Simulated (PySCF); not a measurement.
**Fractional electron number in Nd⁺ (neodymium, charge +1)**

The 6s alpha orbital of [Xe] 4f4 6s1 is emptied in steps (occupation f), with all orbitals relaxed, ending at [Xe] 4f4. Calculation: PySCF 2.14, in def2-SVP with the def2 core potential (28 electrons); a scalar-relativistic core potential. The exact energy is a straight line in f; departures are measured from the line between the end points of the same method.

```csv
f,BHandHLYP (eV),CAM-B3LYP (eV)
1,0.000,0.000
0.8,-0.206,-0.157
0.6,-0.310,-0.236
0.4,-0.311,-0.237
0.2,-0.209,-0.159
0,0.000,0.000
```

| method | E(f=0) − E(f=1) (eV) | −ε at f=1 (eV) | −ε at f=0.4 (eV) |
| --- | --- | --- | --- |
| BHandHLYP | 10.777 | 9.491 | 11.029 |
| CAM-B3LYP | 10.974 | 9.994 | 11.166 |

Orbital energy along the path (eV):

| f | BHandHLYP | CAM-B3LYP |
| --- | --- | --- |
| 1 | -9.491 | -9.994 |
| 0.8 | -10.002 | -10.385 |
| 0.6 | -10.514 | -10.775 |
| 0.4 | -11.029 | -11.166 |
| 0.2 | -11.551 | -11.562 |
| 0 | -12.092 | -11.982 |

Reference removal energy between the ground levels: 10.783 ± 0.02 eV (semi-empirical (NIST evaluation); NIST Atomic Spectra Database, ionization energies). The calculation has no spin-orbit coupling.
